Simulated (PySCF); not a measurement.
BFHO, SMILES [OH+]=BF, charge +1. Atoms are numbered in the order given.

```xyz
4

O      0.0000     0.0000     1.1884
B      0.0000     0.0000    -0.0338
F      0.0000     0.0000    -1.2772
H      0.0000     0.0000     2.1565
```
Charge +1, spin multiplicity 1.

The structure is a stationary point at B3LYP-D3(BJ)/def2-TZVP. A frequency run showed that this geometry is not a minimum. The isomer is the one that the SMILES or the coordinates give; other isomers of the formula were not compared.

Method: r2SCAN/def2-TZVPD run with PySCF.

Mulliken values depend strongly on the basis, most of all with diffuse functions as here. Atomic charges (e):

```json
[
 {"atom": "O1", "Mulliken": "-0.08", "IAO": "___"},
 {"atom": "B2", "Mulliken": "0.69", "IAO": "___"},
 {"atom": "F3", "Mulliken": "-0.13", "IAO": "___"},
 {"atom": "H4", "Mulliken": "0.52", "IAO": "___"}
]
```

Question: Complete the blanks. (An estimate is asked for; the answer gives what the named calculation found.)

Answer: 
- O1, IAO: -0.40
- B2, IAO: 1.05
- F3, IAO: -0.15
- H4, IAO: 0.51
